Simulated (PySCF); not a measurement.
## Ni(2+) (nickel, charge +2) across methods

[Ar] 3d7 4p1, one real determinant (an excited configuration). Computed with PySCF 2.14 in aug-cc-pwCVTZ (10s9p7d4f3g, 127 functions), with the non-relativistic Hamiltonian (point nucleus).

| method | E (hartree) | mean ε 3d α (eV) | mean ε 3d β (eV) | mean ε 4p α (eV) | Σ⟨r²⟩ (bohr²) | ⟨S²⟩ |
| --- | --- | --- | --- | --- | --- | --- |
| r2SCAN | -1506.826 | -38.647 | -35.704 | -18.487 | 21.16 | 6.001 |
| LDA | -1504.112 | -38.344 | -35.192 | -18.422 | 21.16 | 6.001 |
| UHF | -1505.58869 | -49.958 | -45.843 | -20.696 | 21.56 | 6.003 |
| r2SCAN0 | -1506.811 | -41.696 | -38.512 | -19.152 | 21.19 | 6.002 |
| PBE | -1506.572 | -38.046 | -35.204 | -18.342 | 21.24 | 6.001 |
| TPSSh | -1506.863 | -39.251 | -36.663 | -18.558 | 21.24 | 6.001 |
| PBE0 | -1506.617 | -41.236 | -38.112 | -19.054 | 21.24 | 6.001 |

(1) Estimate the same row for MN15.

⟨L²⟩ = 10.38 against 20 for a pure G term, so this real determinant mixes terms.

Results:

(1) E (hartree) = -1507.075; mean ε 3d α (eV) = -42.110; mean ε 3d β (eV) = -38.560; mean ε 4p α (eV) = -19.102; Σ⟨r²⟩ (bohr²) = 21.43; ⟨S²⟩ = 6.001.
